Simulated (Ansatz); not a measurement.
Input for Ansatz (an electronic-structure program): R-CCSD(T)/cc-pVDZ on BFH4N2 (SMILES NB(N)F), a point of a torsion scan.

Ansatz 0.2 input:
```yaml
crystal:
  periodic: [false, false, false]
  atoms:
    - {symbol: N, position_ang: [1.00214887, -0.53608105, 0.18081820]}
    - {symbol: B, position_ang: [0.32907182, 0.63482176, 0.63007177]}
    - {symbol: N, position_ang: [0.65241171, 1.93200317, 0.21891552]}
    - {symbol: F, position_ang: [-0.81459769, 0.49001565, 1.32427591]}
    - {symbol: H, position_ang: [1.31003242, -1.22052569, 0.85046599]}
    - {symbol: H, position_ang: [1.74764227, -0.38170820, -0.48143392]}
    - {symbol: H, position_ang: [0.05362115, 2.71153104, 0.42292605]}
    - {symbol: H, position_ang: [1.43991172, 2.16776012, -0.35490164]}
basis:
  gaussian:
    orbitals: cc-pVDZ
magnetization: {spin_polarized: false}
correlation: {method: ccsd_t, electrons: outside_noble_gas}
scf: {lower_state_search: off}
```

It printed:

```
WARN ansatz: RAYON_NUM_THREADS=1 ignored (pool sized by the plan → 1); use --threads N
Functional definition: HF
these checks for a lower state are left out or cut short: stability, starts, cluster_reference, orbital_swaps, neighbouring_geometries, increment
integrals: 0.05 GiB planned
703 factors; integrals over basis functions are off by at most 1.2e-3 eV
mean field: 0.13 GiB planned
mean field evaluation 1: about -6405.2792 eV, gradient 4.0e1 eV
mean field evaluation 2: about -6405.2803 eV, gradient 4.0e1 eV
mean field evaluation 4: about -6408.6104 eV, gradient 2.6e0 eV
mean field evaluation 8: about -6408.6332 eV, gradient 1.8e-1 eV
mean field -6408.63326494 eV, -235.5129285589 hartree, gradient 1.2e-6 eV, S^2 0.000000; 0 other end points of the search recorded, 0 dependent functions left out
4 core orbitals not correlated
reference -6408.63326494 eV, -235.5129285589 hartree; 12, 12 occupied and 60, 60 virtual orbitals, 703 factors
second order -16.52807911 eV of doubles, -0.00000000 eV of singles
coupled cluster: 0.20 GiB planned
cycle   1  -16.86166607 eV  change   -3.3e-1 eV  update   8.0e-2
cycle   2  -17.18951192 eV  change   -3.3e-1 eV  update   2.3e-2
cycle   3  -17.27717044 eV  change   -8.8e-2 eV  update   1.2e-2
cycle   4  -17.27377500 eV  change    3.4e-3 eV  update   2.7e-3
cycle   5  -17.27147759 eV  change    2.3e-3 eV  update   9.6e-4
cycle   6  -17.27162295 eV  change   -1.5e-4 eV  update   3.2e-4
cycle   7  -17.27150616 eV  change    1.2e-4 eV  update   9.0e-5
cycle   8  -17.27145807 eV  change    4.8e-5 eV  update   3.3e-5
cycle   9  -17.27145738 eV  change    6.8e-7 eV  update   1.4e-5
perturbative correction -0.38843996 eV, -0.0142749053 hartree
Total energy: -6426.29316228 eV, -236.1619178159 hartree
Checks for a lower state left out: stability, starts, cluster_reference, orbital_swaps, neighbouring_geometries, increment
```

The calculation finished and met its thresholds.

Cost: roughly 2.7 core-seconds.
